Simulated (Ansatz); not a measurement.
BrCl₂FZr, SMILES `[F][Zr]([Cl])([Cl])[Br]`. The species carries charge 0 and has multiplicity 1. Zr: def2 effective core potential. Geometry: relaxed with PBE0-D4/def2-TZVP.

```xyz
5

F    -1.673   -0.095   -1.031
Zr   -0.078    0.022   -0.050
Cl    1.544    1.042   -1.360
Cl   -0.454    1.288    1.859
Br    0.661   -2.258    0.583
```

Problem. What is the dipole moment at B3LYP/def2-TZVPP? (An estimate is asked.)

Solution. Ansatz gave: 0.10 D, with components (0.07, -0.05, 0.05) D in this frame, pointing from negative to positive charge.

Problem. And with PBE, r2SCAN, ωB97M-V? (Best estimate.)

Solution. Ansatz gave: PBE 0.07 D, r2SCAN 0.05 D, ωB97M-V 0.02 D.

Problem. Give the Mulliken charges with B3LYP, PBE, ωB97M-V in def2-TZVPP. (Estimate.)

Solution. Ansatz gave: 
| atom | B3LYP | PBE | ωB97M-V |
| --- | --- | --- | --- |
| F1 | -0.35 | -0.30 | -0.34 |
| Zr2 | 1.10 | 0.99 | 0.99 |
| Cl3 | -0.26 | -0.24 | -0.23 |
| Cl4 | -0.26 | -0.24 | -0.23 |
| Br5 | -0.23 | -0.21 | -0.20 |

B3LYP here is the variant with VWN-RPA as its local correlation; programs differ in this.
